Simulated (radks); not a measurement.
Spin polarisation of the 5p4 shell in I+. Start: [Kr] 4d10 5s2 5p(up 2, down 2); electrons of 5p are moved from spin down to spin up, other shells keep equal spins. Calculated with a radial shooting solver on a logarithmic mesh with Libxc functionals: scalar-relativistic Kohn-Sham, BLYP, spin-polarised, spherical densities, point nucleus.

| moment (Bohr magnetons) | E - E(0) (eV) | e(5p up) (eV) | e(5p down) (eV) | 5s down minus up (eV) | 4d down minus up (eV) |
|---|---|---|---|---|---|
| 0 | 0.000 | -15.181 | -15.181 | 0.000 | 0.000 |
| 0.5 | -0.040 | -15.334 | -15.017 | 0.315 | 0.057 |
| 1 | -0.158 | -15.472 | -14.842 | 0.627 | 0.113 |
| 1.5 | -0.354 | -15.595 | -14.658 | 0.933 | 0.169 |
| 2 | -0.626 | -15.703 | -14.469 | 1.232 | 0.225 |

At moment 2 the spin-polarisation energy is -0.626 eV and the 5p exchange splitting 1.235 eV, that is 0.617 eV per Bohr magneton; E = -I m^2/4 would give I = 0.626 eV.
